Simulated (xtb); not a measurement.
Ga(Me)2(Cl) (C₂H₆ClGa), SMILES [CH3][Ga]([CH3])[Cl]. All values are semi-empirical tight-binding results from xtb (GFN2-xTB unless named), good for trends rather than for accurate numbers. Coordinates come from a GFN2-xTB optimisation. The isomer is the one that the SMILES or the coordinates give; other isomers of the formula were not compared.

Optimised geometry:

```xyz
10

Ga    -0.2379     0.1026    -0.1405
C     -1.8061    -1.2065    -0.2429
H     -1.5016    -2.0961    -0.8010
H     -2.6837    -0.7729    -0.7235
H     -2.0764    -1.5266     0.7672
C     -0.0542     2.0035    -0.8729
H      0.7127     2.0219    -1.6521
H      0.2743     2.6687    -0.0699
H     -0.9868     2.3842    -1.2904
Cl     1.4587    -0.6260     0.8718
```

A frequency run showed that this geometry is not a minimum.

For metal compounds this method's bond lengths and energies can be far off.

The orbital gap is 4.36 eV.

### Question
Give the atomic charges and the Wiberg bond orders between heavy atoms. (Estimate from the structure and the level; the computed values follow.)

### Answer
charges (e) Ga1 0.03, C2 -0.15, H3 0.07, H4 0.07, H5 0.07, C6 -0.15, H7 0.07, H8 0.07, H9 0.07, Cl10 -0.16. Bond orders Ga1–C2 0.90, Ga1–C6 0.90, Ga1–Cl10 1.24.
